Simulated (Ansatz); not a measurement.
Relaxation of CH₅NTe (8 atoms, charge 0, multiplicity 1), to a largest force component of 0.015 eV/Å in at most 40 steps.

These are results of Ansatz 0.2.0, RKS PBE/def2-SVP, not measurements.

```xyz
8
Properties=species:S:1:pos:R:3:forces:R:3
N -0.532 0.649 -0.639 -0.80 2.44 -1.68
C 0.369 0.311 0.382 1.75 0.33 -0.27
Te -0.478 -1.264 1.568 -0.04 -0.84 0.20
H -0.601 -0.101 -1.314 -0.16 -0.60 -0.43
H -0.157 1.472 -1.215 -0.53 -0.98 0.86
H 0.577 1.202 1.039 -0.12 -0.53 -0.08
H 1.353 -0.025 -0.072 -0.10 -0.10 0.94
H -0.440 -2.300 0.195 -0.01 0.28 0.44
```

Question: Where does it end, and by what steps?

Answer: The run converged. The force dipped under the threshold on the way, but the program's further checks kept it going. After 34 steps the energy has fallen by 0.266 eV; H8 moved furthest, 1.36 Å.

```json
{"step": "0", "energy less start (eV)": "0.0000", "largest force component (eV/Å)": "2.440", "accepted": "yes"}
{"step": "2", "energy less start (eV)": "-0.2166", "largest force component (eV/Å)": "0.378", "accepted": "yes"}
{"step": "4", "energy less start (eV)": "-0.2379", "largest force component (eV/Å)": "0.178", "accepted": "yes"}
{"step": "6", "energy less start (eV)": "-0.2435", "largest force component (eV/Å)": "0.179", "accepted": "yes"}
{"step": "8", "energy less start (eV)": "-0.2466", "largest force component (eV/Å)": "0.066", "accepted": "yes"}
{"step": "10", "energy less start (eV)": "-0.2463", "largest force component (eV/Å)": "0.062", "accepted": "no"}
{"step": "12", "energy less start (eV)": "-0.2474", "largest force component (eV/Å)": "0.028", "accepted": "yes"}
{"step": "14", "energy less start (eV)": "-0.2477", "largest force component (eV/Å)": "0.042", "accepted": "yes"}
{"step": "16", "energy less start (eV)": "-0.2483", "largest force component (eV/Å)": "0.064", "accepted": "yes"}
{"step": "18", "energy less start (eV)": "-0.2466", "largest force component (eV/Å)": "0.224", "accepted": "no"}
{"step": "20", "energy less start (eV)": "-0.2509", "largest force component (eV/Å)": "0.083", "accepted": "yes"}
{"step": "22", "energy less start (eV)": "-0.2486", "largest force component (eV/Å)": "0.386", "accepted": "no"}
{"step": "24", "energy less start (eV)": "-0.2580", "largest force component (eV/Å)": "0.124", "accepted": "yes"}
{"step": "26", "energy less start (eV)": "-0.2624", "largest force component (eV/Å)": "0.055", "accepted": "yes"}
{"step": "28", "energy less start (eV)": "-0.2646", "largest force component (eV/Å)": "0.147", "accepted": "yes"}
{"step": "30", "energy less start (eV)": "-0.2659", "largest force component (eV/Å)": "0.039", "accepted": "yes"}
{"step": "32", "energy less start (eV)": "-0.2662", "largest force component (eV/Å)": "0.007", "accepted": "yes"}
{"step": "34", "energy less start (eV)": "-0.2662", "largest force component (eV/Å)": "0.005", "accepted": "yes"}
```

```xyz
8
Properties=species:S:1:pos:R:3
N -0.543 0.924 -0.737
C 0.300 0.167 0.142
Te -0.952 -1.373 1.165
H -0.726 0.434 -1.619
H -0.151 1.849 -0.945
H 0.704 0.820 0.937
H 1.142 -0.407 -0.310
H 0.318 -2.471 1.311
```

Whether the end is a true minimum wasn't checked by a vibrational analysis.

Time of the run: 80 s on 1 thread of Intel(R) Xeon(R) Processor @ 2.70GHz, with other jobs on the host, peak memory 0.13 GiB.
